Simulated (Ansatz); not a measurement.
Consider the isomerisation: `COB(C)[SeH]` → `B[Se]C(C)O`.

Calculated with Ansatz (gas phase, PBE0-D4/def2-TZVP geometries, no zero-point term in ΔE). CBS: MP2 limit from def2 TZ/QZ plus the TZ coupled-cluster correction, frozen cores. DFT in def2-TZVPP. B3LYP here is the variant with VWN-RPA as its local correlation; programs differ in this. For Se outer-core shells are correlated without core-valence functions, which leaves a few kJ/mol of doubt a bond. Scalar relativity is left out up to krypton. One conformer a species, not always the lowest.

`COB(C)[SeH]`:

Z-matrix (Å, degrees):
```
C
O 1 1.412
H 1 1.089 2 107.8
H 1 1.094 2 110.9 3 -119.4
H 1 1.094 2 110.9 3 119.4
B 2 1.349 1 123.2 3 -179.9
Se 6 1.977 2 118.7 1 -0.0
C 6 1.564 2 119.5 1 -180.0
H 7 1.466 6 94.0 2 180.0
H 8 1.094 6 111.1 2 -120.9
H 8 1.092 6 111.2 2 -0.1
H 8 1.094 6 111.1 2 120.8
```

`B[Se]C(C)O`:

Z-matrix (Å, degrees):
```
C
Se 1 2.002
O 1 1.391 2 111.0
C 1 1.504 2 110.1 3 -119.9
H 1 1.095 2 103.6 3 120.5
B 2 1.886 1 100.6 3 -106.4
H 3 0.961 1 109.0 2 61.6
H 4 1.090 1 110.8 2 -60.1
H 4 1.092 1 110.6 2 60.8
H 4 1.093 1 109.2 2 179.8
H 6 1.195 2 119.9 1 -1.3
H 6 1.191 2 117.5 1 178.8
```

| level | ΔE (eV) |
| --- | --- |
| B3LYP-D4 | 2.00 |
| ωB97M-V | 2.02 |
| B2PLYP | 1.99 |
| r2SCAN | 1.99 |
| MP2/def2-TZVPP | 1.96 |
| HF/def2-QZVPP | 2.13 |
| HF/CBS(def2) | 2.13 |
| MP2/CBS(def2) | 1.95 |

(1) What does CCSD(T)/CBS give? (Best estimate.)

Largest T1 diagnostic among the species: 0.013.

Results:

(1) Computed: +1.95 eV. The listed levels differ from it by 0.05, 0.07, 0.04, 0.04, 0.01, 0.18, 0.18, 0.00 eV.

From PBE to PBE0 (25 % exact exchange), in def2-TZVPP and without D4, ΔE moves by +0.07 eV. In def2-TZVPP, CCSD(T) changes the Hartree–Fock value by −0.17 eV (the triples alone add −0.04 eV) and MP2 by −0.17 eV.
